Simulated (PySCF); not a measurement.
**Computed vibrations of [Pr(NH2)2]+**

[Pr(NH2)2]+ (singlet in the valence; each metal's 4f electrons, 2 of them, lie in its core potential, out of spins and levels). PySCF 2.14.0, RKS PBE0, Pr lcecp-1-SVP with ECP48, N def2-SVP, H def2-SVP; non-relativistic Hamiltonian with scalar-relativistic core potentials where named; density fitting; no spin-orbit coupling. Central differences of gradients.

```xyz
7

Pr    0.0000    0.0000   -0.2456
N     1.7658    0.0000    1.0199
H     2.1676   -0.8115    1.4982
H     2.1676    0.8115    1.4982
N    -1.7658    0.0000    1.0199
H    -2.1676    0.8115    1.4982
H    -2.1676   -0.8115    1.4982
```

Run from Python with OMP_NUM_THREADS=2. Where DIIS fails, smearing, a level shift and second-order steps follow.
It took 37 s on 2 threads of Arm Neoverse V1 (shared host).

Q: What are the harmonic wavenumbers and infrared intensities?

A: Modes are labelled in C2v; negative numbers are unstable modes, those under 60 cm⁻¹ near the noise; a finer grid moves soft modes by up to 10 cm⁻¹.
| cm⁻¹ | km/mol | symmetry |
| --- | --- | --- |
| -411 | – | b2 |
| -398 | – | a2 |
| 147 | 0.1 | a1 |
| 330 | 0.0 | a2 |
| 356 | 77.5 | b2 |
| 520 | 172.4 | b1 |
| 565 | 260.4 | b1 |
| 585 | 132.1 | a1 |
| 598 | 136.1 | a1 |
| 1504 | 24.8 | b1 |
| 1505 | 52.2 | a1 |
| 3509 | 127.3 | b1 |
| 3511 | 79.0 | a1 |
| 3586 | 76.5 | b2 |
| 3586 | 0.0 | a2 |

Q: Is this a minimum?

A: No: 2 unstable; the lowest moves the atoms so:
```
Pr   0.00  0.01  0.00
N    0.00 -0.04  0.00
H   -0.31  0.03  0.39
H    0.31  0.03 -0.39
N    0.00 -0.04  0.00
H   -0.31  0.03 -0.39
H    0.31  0.03  0.39
```

An lcecp potential fixes the number of 4f electrons, so in runs with it no electron can move into or out of that shell.
